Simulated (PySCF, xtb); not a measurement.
Si(F)(NHSiH3)2(Cl) (ClFH8N2Si3), SMILES Cl[Si](N[SiH3])(N[SiH3])F.

xtb 6.7.1 with GFN2-xTB at its own geometry gives an orbital gap of 5.42 eV and a dipole moment of 2.80 D.

Geometry optimised at PBE0-D3(BJ)/def2-SVP. The values are those of a single conformer.

### Question
What does M06-2X/def2-TZVP run with PySCF give? (An estimate is asked for; the answer gives what the named calculation found.)

### Answer
gap 9.92 eV (levels -9.36 and 0.56 eV), dipole 2.84 D.
